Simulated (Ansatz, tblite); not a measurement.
Isomers of Mg3S4⁻ (doublet), found by a short tight-binding search and relaxed with B3LYP-D4/def2-SVPD in Ansatz.

The xTB rows come from tblite. Correlated methods freeze 23 core orbitals; core or outer-core shells of Mg are correlated, in sets that lack core-valence functions.

Run but left out: MP2/def2-TZVPD (A: ⟨S²⟩ 0.98, where a pure state has 0.75); HF/def2-TZVPD (C: ⟨S²⟩ 1.07, where a pure state has 0.75).

Other spin states weren't relaxed.

A:

```xyz
7

Mg    2.8634   -1.0800   -1.5227
Mg   -1.4894   -1.2994   -0.6954
Mg   -2.0905    0.9538    2.2583
S    -1.4772    1.1515   -1.0451
S     0.6129    1.4311   -0.7317
S     1.0253    0.4455    1.0717
S     0.5555   -1.6025    0.6649
```

B:

```xyz
7

Mg   -2.330   -0.780    1.231
Mg    0.824   -0.806   -1.968
Mg    0.153    0.525    0.593
S    -1.197   -1.381   -0.752
S    -1.259    0.856    2.477
S     1.344    1.582   -1.347
S     2.464    0.005   -0.233
```

C:

Cartesian coordinates in Å:
```
Mg -0.693 1.423 -2.997
Mg -0.886 -0.501 0.519
Mg 0.721 2.144 0.170
S 1.384 -1.791 0.310
S 1.444 0.046 1.507
S -0.407 -2.792 1.003
S -1.563 1.471 -0.512
```

D:

Cartesian coordinates in Å:
```
Mg 1.788 2.487 -0.805
Mg -0.639 0.574 0.873
Mg 1.352 -1.165 -1.811
S 0.194 2.760 0.917
S -1.035 -2.414 0.065
S 0.300 -1.579 1.519
S -1.960 -0.664 -0.757
```

Question: Estimate which lies lowest at each level, and how far above it the others are (kcal/mol).

Answer: 
```tsv
level	A	B	C	D
GFN1-xTB	0.0	10.3	12.3	4.4
GFN2-xTB	108.6	0.0	51.1	43.6
PBE-D4/def2-TZVPD	106.7	0.0	50.8	54.8
r2SCAN-D4/def2-TZVPD	132.2	0.0	60.4	67.5
B97M-V/def2-TZVPD	126.4	0.0	58.7	64.5
PBE0-D4/def2-TZVPD	114.6	0.0	53.7	57.2
RPA@PBE/def2-TZVPD	118.8	0.0	55.9	61.9
```
Point groups (tolerance 0.1 Å): A not assigned, B Cs, C not assigned, D Cs. Lower isomers may exist.
